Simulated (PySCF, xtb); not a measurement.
C2H6O2Te, SMILES CO[Te]OC.

GFN2-xTB in xtb at its own geometry gives an orbital gap of 3.78 eV and a dipole moment of 0.26 D.

Geometry optimised at PBE0-D3(BJ)/def2-SVP. The def2 effective core potentials stand for the cores of Te; spin–orbit coupling is left out. One conformer was computed; it need not be the lowest.

Question: What does PBE/def2-TZVP run with PySCF give? (Estimate from the structure and the level; the computed values follow.)

Answer: gap 2.49 eV (levels -5.03 and -2.54 eV), dipole 0.01 D.
